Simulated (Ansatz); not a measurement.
Geometry optimisation, Ansatz 0.2.0, RKS BHLYP-D4/def2-SVP.

Input:

```yaml
crystal:
  periodic: [false, false, false]
  atoms:
    - { symbol: C, position_ang: [-0.5163, -0.734, -1.1112] }
    - { symbol: C, position_ang: [0.0096, 0.3713, -0.2612] }
    - { symbol: C, position_ang: [0.4716, 0.7651, 0.8918] }
    - { symbol: O, position_ang: [0.9306, 0.4887, 2.2141] }
    - { symbol: Zn, position_ang: [0.53, 2.3258, -0.3627] }
    - { symbol: H, position_ang: [-1.5056, -1.0479, -0.6706] }
    - { symbol: H, position_ang: [0.1859, -1.5226, -1.2124] }
    - { symbol: H, position_ang: [-0.7413, -0.2554, -2.135] }
    - { symbol: H, position_ang: [0.724, -0.4371, 2.6302] }
basis:
  gaussian: { orbitals: def2-SVP }
hamiltonian:
  xc: { name: BHLYP }
  dispersion: d4
relax:
  f_tol: 0.015
  max_steps: 40
```

Run as:

```bash
$ ansatz run input.yaml --threads 2 --pin off --max-ram 3072MiB --backend cpu --events-out ev --progress --plain --runs-dir out
```

Q: Where does it end, and by what steps?

A: The forces met the threshold. The force dipped under the threshold on the way, but the program's further checks kept it going. After 31 steps the energy has fallen by 3.796 eV; H9 moved furthest, 1.02 Å. Parted: C2–Zn5 (2.03 → 3.30 Å), C3–Zn5 (2.00 → 3.32 Å).

```tsv
step	energy less start (eV)	largest force component (eV/Å)	accepted
0	0.0000	2.509	yes
2	-1.6470	3.403	yes
4	-2.6145	5.005	yes
6	-3.3682	3.051	yes
8	-3.7375	0.945	yes
10	-3.7738	0.315	yes
12	-3.7836	0.222	yes
14	-3.7903	0.175	yes
16	-3.7934	0.200	yes
18	-3.7519	2.875	no
20	-3.7949	0.077	yes
22	-3.7953	0.047	yes
24	-3.7957	0.036	yes
26	-3.7959	0.084	yes
28	-3.7961	0.011	yes
30	-3.7962	0.018	yes
31	-3.7962	0.005	yes
```

```xyz
9
Properties=species:S:1:pos:R:3
C -0.594 -0.746 -1.177
C 0.060 -0.374 0.071
C 0.598 -0.062 1.094
O 1.231 0.278 2.180
Zn 0.494 2.852 -0.500
H -1.580 -1.180 -0.991
H -0.002 -1.486 -1.722
H -0.727 0.124 -1.829
H 0.610 0.548 2.857
```

Whether the end is a true minimum wasn't checked by a vibrational analysis.

Time of the run: 41 s on 2 threads of AMD EPYC 9R45 96-Core Processor (Zen 5), with other jobs on the host, peak memory 0.27 GiB.
